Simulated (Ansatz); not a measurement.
`F[CH]([SiH3])[GaH2]` + `[OH][Ge]([OH])([F])[Cl]` → `[OH][Ge]([OH])([SiH3])[Cl]` + `F[CH](F)[GaH2]`  (redistribution)

Computed with Ansatz on PBE0-D4/def2-TZVP structures; ΔE is electronic, products minus reactants. CCSD(T)/CBS adds triple-zeta CCSD(T) − MP2 to the extrapolated MP2 energy (def2 sets, frozen cores). DFT in def2-TZVPP. B3LYP here is the variant with VWN-RPA as its local correlation; programs differ in this. For Ga, Ge outer-core shells are correlated without core-valence functions, which leaves a few kJ/mol of doubt a bond. Scalar relativity is left out up to krypton. One conformer a species, not always the lowest.

`F[CH]([SiH3])[GaH2]`:

Cartesian coordinates in Å:
```
F -1.662 -1.048 0.194
C -0.316 -0.709 -0.029
Si 0.299 0.378 1.389
Ga -0.073 0.120 -1.822
H 0.269 -1.640 -0.007
H -0.361 1.711 1.342
H 1.764 0.561 1.212
H 0.022 -0.250 2.707
H -1.331 0.425 -2.699
H 1.388 0.453 -2.287
```

`[OH][Ge]([OH])([F])[Cl]`:

Z-matrix (Å, degrees):
```
Ge
O 1 1.747
F 1 1.721 2 107.5
O 1 1.738 2 108.7 3 120.4
Cl 1 2.108 2 114.4 3 -117.7
H 2 0.961 1 113.3 3 42.1
H 4 0.962 1 112.0 2 -30.6
```

`[OH][Ge]([OH])([SiH3])[Cl]`:

Z-matrix (Å, degrees):
```
Ge
O 1 1.772
Si 1 2.379 2 116.1
O 1 1.761 2 106.5 3 121.7
Cl 1 2.173 2 104.6 3 -122.0
H 2 0.961 1 112.0 3 106.0
H 3 1.483 1 107.5 2 -61.4
H 3 1.482 1 108.2 2 179.0
H 3 1.483 1 108.8 2 58.4
H 4 0.962 1 112.3 2 39.3
```

`F[CH](F)[GaH2]`:

Cartesian coordinates in Å:
```
F -0.604 -0.940 1.429
C -0.779 -0.036 0.408
F -1.046 1.176 0.985
Ga 0.946 0.035 -0.650
H -1.686 -0.339 -0.126
H 0.998 -0.626 -2.070
H 2.172 0.731 0.024
```

(1) Is it downhill or uphill in electronic energy at CCSD(T)/CBS, and by how much? (An estimate is asked.)

(2) What do these levels give: r2SCAN, B3LYP, HF/def2-TZVPP, MP2/def2-TZVPP, HF/CBS(def2), CCSD/CBS(def2)? (Best estimate.)

Largest T1 diagnostic among the species: 0.013.

Answers

(1) The calculation gave: Uphill: ΔE = +23.8 kcal/mol.

(2) Computed: r2SCAN 21.8, B3LYP 20.0, HF/def2-TZVPP 24.3, MP2/def2-TZVPP 26.2, HF/CBS(def2) 25.0, CCSD/CBS(def2) 23.9 kcal/mol.

From PBE to PBE0 (25 % exact exchange), in def2-TZVPP and without D4, ΔE moves by +2.1 kcal/mol.
